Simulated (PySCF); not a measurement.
Several molecules and their computed UV-vis stick spectra, shuffled. Method: TDDFT B3LYP/def2-SVPD, vertical, gas phase, core orbitals frozen in the response in PySCF 2.14.0, density-fitted response routines. Geometries: GFN2-xTB; one conformer of each isolated species. Triplets are in the Tamm–Dancoff approximation.

A. `S[SiH2]c1ccoc1`
B. `O[SiH2]c1cccs1`
C. `C#CCCC(C)=O`

Lowest singlet levels (six at most, fewer where fewer were computed) with oscillator strengths:

1. 276 nm (f 0.000); 206 nm (f 0.001); 205 nm (f 0.000); 194 nm (f 0.040); 184 nm (f 0.001); 180 nm (f 0.000); T1 3.93 eV
2. 219 nm (f 0.030); 214 nm (f 0.043); 207 nm (f 0.027); 203 nm (f 0.057); 201 nm (f 0.011); 198 nm (f 0.051); T1 4.06 eV
3. 226 nm (f 0.136); 222 nm (f 0.024); 218 nm (f 0.070); 207 nm (f 0.006); 206 nm (f 0.002); 196 nm (f 0.004); T1 3.73 eV

Problem. Which spectrum belongs to which structure?

Solution. 1 = C, 2 = A, 3 = B.
- A: S1 at 5.66 eV, HOMO-1→LUMO (85%), HOMO-1→LUMO+1 (11%); Löwdin shares by element: HOMO carbon 82% (atoms not listed hold the other 18%); LUMO carbon 41% or more, oxygen 15%, silicon 10% (atoms not listed hold the other 34%); HOMO -6.81 and LUMO -0.55 eV.
- B: S1 at 5.49 eV, HOMO→LUMO (84%), HOMO→LUMO+1 (10%); Löwdin shares by element: HOMO carbon 82% (atoms not listed hold the other 18%); LUMO carbon 55% or more, sulfur 21% (atoms not listed hold the other 24%); HOMO -6.83 and LUMO -0.99 eV.
- C: S1 at 4.49 eV, HOMO→LUMO (89%), HOMO-2→LUMO (10%); Löwdin shares by element: HOMO oxygen 46%, carbon 30% or more (atoms not listed hold the other 24%); LUMO carbon 52% or more, oxygen 34%; HOMO -7.16 and LUMO -0.91 eV; point group Cs, 3 of its 6 listed states under f = 0.0005.
